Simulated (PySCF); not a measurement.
## Fluorine: a sound run and one with changed settings

Sound run: F+ [He] 2s2 2p4, F(2+) [He] 2s2 2p3. Computed with PySCF 2.14 in def2-TZVP, with the non-relativistic Hamiltonian (point nucleus). In the sound run the correlated levels freeze 1s2. The sound run starts from symmetry-adapted Hartree-Fock orbitals and uses a fine grid where one is needed.

Changed run: basis STO-3G. This setting is unsound on purpose.

| species | method | sound run (hartree) | changed run (hartree) | converged |
| --- | --- | --- | --- | --- |
| F+ | UHF | -98.83647 | -97.52349 | yes |
| F+ | PBE | -99.02175 | -97.65881 | yes |
| F+ | M06-L | -99.12123 | -97.76321 | yes |
| F+ | MP2 | -98.97723 | -97.52349 | yes |
| F(2+) | UHF | -97.60872 | -96.22428 | yes |
| F(2+) | PBE | -97.72007 | -96.29929 | yes |
| F(2+) | M06-L | -97.82738 | -96.40024 | yes |
| F(2+) | MP2 | -97.70578 | -96.22428 | yes |

Ionisation energy of F+:

```
 method  sound run (eV)  changed run (eV)
    UHF          33.409            35.353
    PBE          35.421            36.994
  M06-L          35.207            37.088
    MP2          34.598            35.353
SCS-MP2          34.692            35.353
```

A minimal basis cannot let orbitals breathe on ionisation and holds almost no correlation.

For comparison, NIST gives 34.971 eV between the lowest levels.
